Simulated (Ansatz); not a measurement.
Consider the ligand exchange at a Ge–O bond: `[CH3][Ge]([NH2])([OH])[Cl]` + CH₃OH → `C[O][Ge]([CH3])([NH2])[Cl]` + H₂O.

Isolated molecules relaxed with PBE0-D4/def2-TZVP in Ansatz; ΔE leaves out vibrations. CBS: MP2 limit from def2 TZ/QZ plus the TZ coupled-cluster correction, frozen cores. This one scheme is used for every species. Functionals use def2-TZVPP. For Ge outer-core shells are correlated without core-valence functions, which leaves a few kJ/mol of doubt a bond. Scalar relativity is left out up to krypton. Each species was taken in one conformer, which may not be the lowest.

`[CH3][Ge]([NH2])([OH])[Cl]`:

Z-matrix (Å, degrees):
```
C
Ge 1 1.929
H 1 1.089 2 109.6
H 1 1.091 2 110.1 3 -119.8
H 1 1.090 2 109.2 3 120.1
N 2 1.810 1 112.0 3 179.1
O 2 1.767 1 114.2 3 -62.2
Cl 2 2.185 1 107.6 3 53.5
H 6 1.010 2 115.9 1 -58.4
H 6 1.010 2 114.4 1 172.4
H 7 0.960 2 111.7 1 100.6
```

CH₃OH:

Cartesian coordinates in Å:
```
C -0.353 0.009 -0.045
O 0.863 -0.070 0.662
H -1.155 -0.047 0.692
H -0.481 -0.821 -0.751
H -0.458 0.954 -0.591
H 1.585 -0.025 0.033
```

`C[O][Ge]([CH3])([NH2])[Cl]`:

```xyz
14

C    -2.199    0.327    0.107
O    -1.192   -0.656    0.185
Ge    0.504   -0.197    0.323
C     1.214    0.724   -1.219
N     1.321   -1.780    0.650
Cl    0.626    1.199    1.997
H    -3.162   -0.186    0.080
H    -2.185    0.996    0.974
H    -2.111    0.934   -0.803
H     1.114    0.087   -2.098
H     2.266    0.957   -1.057
H     0.671    1.656   -1.376
H     2.297   -1.714    0.904
H     0.837   -2.346    1.334
```

H₂O:

Z-matrix (Å, degrees):
```
O
H 1 0.960
H 1 0.960 2 105.1
```

```json
{"level": "PBE-D4", "ΔE (eV)": "0.00"}
{"level": "PBE0-D4", "ΔE (eV)": "0.00"}
{"level": "PBE0", "ΔE (eV)": "0.05"}
{"level": "HF/def2-TZVPP", "ΔE (eV)": "0.08"}
{"level": "CCSD(T)/def2-TZVPP", "ΔE (eV)": "-0.03"}
{"level": "SCS-MP2/def2-QZVPP", "ΔE (eV)": "-0.02"}
{"level": "MP2/CBS(def2)", "ΔE (eV)": "-0.06"}
{"level": "CCSD/CBS(def2)", "ΔE (eV)": "-0.02"}
```

(1) What does CCSD(T)/CBS give? (An estimate is asked.)

Largest T1 diagnostic among the species: 0.010.

## Answers

(1) Ansatz gave: -0.04 eV. The listed levels differ from it by 0.04, 0.04, 0.09, 0.12, 0.01, 0.02, -0.02, 0.02 eV.

In def2-TZVPP, CCSD(T) changes the Hartree–Fock value by −0.11 eV (the triples alone add −0.02 eV) and MP2 by −0.12 eV. The D4 term adds −0.08 eV with B3LYP and −0.05 eV with PBE0; it sums over pairs of atoms, weighted by their polarisabilities, and B3LYP, whose exchange is more repulsive, gets the larger term.

B3LYP here is the variant with VWN-RPA as its local correlation; programs differ in this.
